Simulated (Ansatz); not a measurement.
```yaml
crystal:
  periodic: [false, false, false]
  atoms:
    - {symbol: Sn, position_ang: [-0.000007, 0.000003, -0.000007]}
    - {symbol: Cl, position_ang: [0.010668, -0.017466, 2.334580]}
    - {symbol: Cl, position_ang: [2.197548, 0.010747, -0.788234]}
    - {symbol: Cl, position_ang: [-1.108291, 1.909504, -0.758881]}
    - {symbol: Cl, position_ang: [-1.099917, -1.902789, -0.787458]}
basis:
  gaussian: {orbitals: def2-mTZVPP}
hamiltonian: {xc: {name: wB97}}
scf: {omitted_lower_state_checks: [starts]}
output: {forces: true}
```

```sh
$ ansatz run in.yaml --threads 2 --pin off --events-out ev --progress --plain --max-ram 4352MiB
```

Output, abridged:

```
Functional definition: wB97
1425 factors; their error is unknown
459 factors; integrals over basis functions are off by at most 1.1e-5 eV
mean field evaluation 1: about -55926.4822 eV, gradient 2.9e1 eV
mean field evaluation 2: about -55927.2374 eV, gradient 2.8e1 eV
mean field evaluation 4: about -55928.8199 eV, gradient 5.5e-1 eV
mean field evaluation 8: about -55928.8047 eV, gradient 4.4e-2 eV
mean field -55928.80474462 eV, -2055.3456644594 hartree, gradient 7.0e-6 eV, S^2 0.000000; 0 other end points of the search recorded, 0 dependent functions left out
reference -55928.80473438 eV, -2055.3456640830 hartree; 45, 45 occupied and 99, 99 virtual orbitals, 1425 factors
Total energy: -55928.80473438 eV, -2055.3456640830 hartree
Atom 0 at    -0.000007     0.000003    -0.000007 Å, force     0.000556    -0.000257     0.000518 eV/Å
Atom 1 at     0.010668    -0.017466     2.334580 Å, force    -0.003802     0.006243    -0.835483 eV/Å
Atom 2 at     2.197548     0.010747    -0.788234 Å, force    -0.786306    -0.003854     0.282058 eV/Å
Atom 3 at    -1.108291     1.909504    -0.758881 Å, force     0.396190    -0.682587     0.271287 eV/Å
Atom 4 at    -1.099917    -1.902789    -0.787458 Å, force     0.393361     0.680454     0.281620 eV/Å
Dipole moment:    -0.000042     0.000019    -0.000040 e Å
Checks for a lower state left out: starts
```

It took 7.5 s on 2 threads of Arm Neoverse V2 on a shared host.

In the def2 sets Sn takes a core potential; there is no spin–orbit coupling.
